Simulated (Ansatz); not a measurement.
```yaml
atoms:
  - { symbol: N, position_ang: [0.0000, 0.0000, 0.0000] }
  - { symbol: O, position_ang: [0.0000, 0.0000, 1.1500] }
```

Basis set: pcseg-2 (spherical functions). Charge 0, multiplicity 2.

Computed with Ansatz (development build ahead of 0.2.0); each method stands on the lowest determinant of its kind that the runs found. Restricted functionals stand beside restricted open-shell atoms, which can lie above the unrestricted atoms usual in DFT and then raise those values.

The atomization energy at this shape (free ground-state atoms in the same class of orbitals less the molecule, no zero-point energy) of doublet NO:

| method | atomization energy |
| --- | --- |
| ROHF | 2.37 eV |

(1) What does PBE0 (restricted open-shell) give?

## Answers

(1) 6.69 eV.

The shape needn't be a minimum at these levels.
